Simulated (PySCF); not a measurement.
Species: germane, GeH4, charge 0, multiplicity 1. 
Geometry from a B3LYP-D3(BJ)/def2-TZVP (Ansatz) optimisation:
```xyz
5

Ge     0.0000     0.0000     0.0000
H     -0.6208    -0.8994    -1.0791
H      0.5682    -0.8726     1.1290
H     -1.0772     0.9355     0.5687
H      1.1298     0.8365    -0.6186
```

Dispersion corrections to the total energy (kcal/mol) from the dftd3 and dftd4 libraries through PySCF: D3(BJ) without and D4 with the three-body term, each with the damping fitted for the functional named.

```csv
functional,D3(BJ),D4
B2GP-PLYP,-0.81,-0.40
PBE0,-0.94,-0.81
TPSSh,[?],-1.20
BP86,-1.77,-1.28
HF,-11.46,[?]
PW6B95,-0.54,-0.95
CAM-B3LYP,[?],-0.81
```

Question: Fill in the missing entries.

Answer: 
- TPSSh, D3(BJ): -1.26
- HF, D4: -3.98
- CAM-B3LYP, D3(BJ): -0.83
